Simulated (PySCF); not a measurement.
Harmonic spectrum computed at PBE0 in the def2-TZVP basis family (core potentials from Rb on, PySCF, no spin–orbit coupling):

```
ω (cm⁻¹)  IR (km/mol, summed over degenerate members)  degeneracy
     386                                         51.4           2
     554                                          5.1           1
    2007                                          310           1
```

Which molecule gave it? In each, all ligands are bound to the one heavy central atom.
A. YOBr (singlet)
B. InOBr (singlet)
C. GaOBr (singlet)
D. BOBr (singlet)

D. It has C∞v symmetry with B–Br 1.835 Å, B–O 1.203 Å.
